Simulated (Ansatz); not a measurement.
Reaction (redistribution): `[Cl][Ga]([Cl])[SeH]` + `O=C=NBCl` → `O=C=[N][Ga]([Cl])[Cl]` + `ClB[SeH]`

Calculated with Ansatz (gas phase, PBE0-D4/def2-TZVP geometries, no zero-point term in ΔE). CBS: MP2 limit from def2 TZ/QZ plus the TZ coupled-cluster correction, frozen cores. For Ga, Se outer-core shells are correlated without core-valence functions, which leaves a few kJ/mol of doubt a bond. Scalar relativity is left out up to krypton. One conformer a species, not always the lowest.

`[Cl][Ga]([Cl])[SeH]`:

Z-matrix (Å, degrees):
```
Ga
Cl 1 2.125
Se 1 2.299 2 120.0
Cl 1 2.127 2 117.8 3 180.0
H 3 1.470 1 90.8 2 -179.9
```

`O=C=NBCl`:

Cartesian coordinates in Å:
```
O 1.121 -2.046 1.211
C 0.789 -1.067 0.688
N 0.533 -0.021 0.155
B -0.374 0.845 -0.477
Cl -2.043 0.375 -0.719
H -0.027 1.915 -0.859
```

`O=C=[N][Ga]([Cl])[Cl]`:

```xyz
6

O    -2.836   -0.154   -0.409
C    -1.732   -0.309   -0.082
N    -0.613   -0.534    0.301
Ga    1.075    0.098    0.125
Cl    2.627   -0.871    1.167
Cl    1.479    1.770   -1.102
```

`ClB[SeH]`:

Z-matrix (Å, degrees):
```
B
Cl 1 1.743
Se 1 1.916 2 118.9
H 1 1.188 2 119.6 3 180.0
H 3 1.469 1 94.6 2 180.0
```

```tsv
species	MP2/def2-SVP energy (Eh)
`[Cl][Ga]([Cl])[SeH]`	-5242.71061
`O=C=NBCl`	-652.40949
`O=C=[N][Ga]([Cl])[Cl]`	-3009.84806
`ClB[SeH]`	-2885.24682
```

Problem. Work out ΔE.

Solution. ΔE = (-3009.84806) + (-2885.24682) − (-5242.71061) − (-652.40949) = 0.02522 Eh = +15.8 kcal/mol. CCSD(T)/CBS gives +14.9 kcal/mol.

Largest T1 diagnostic among the species: 0.016.

In def2-TZVPP, CCSD(T) changes the Hartree–Fock value by −2.5 kcal/mol (the triples alone add −0.2 kcal/mol) and MP2 by −2.3 kcal/mol. Leaving LDA and LC-ωPBE aside and taking each functional with its dispersion term where it has one, the values, not all of them listed here, spread over 2.9 kcal/mol, from PBE-QIDH to BLYP-D4. LDA lies +0.8 kcal/mol from PBE without D4. From BLYP to BHLYP (50 % exact exchange), in def2-TZVPP and without D4, ΔE moves by −0.9 kcal/mol.
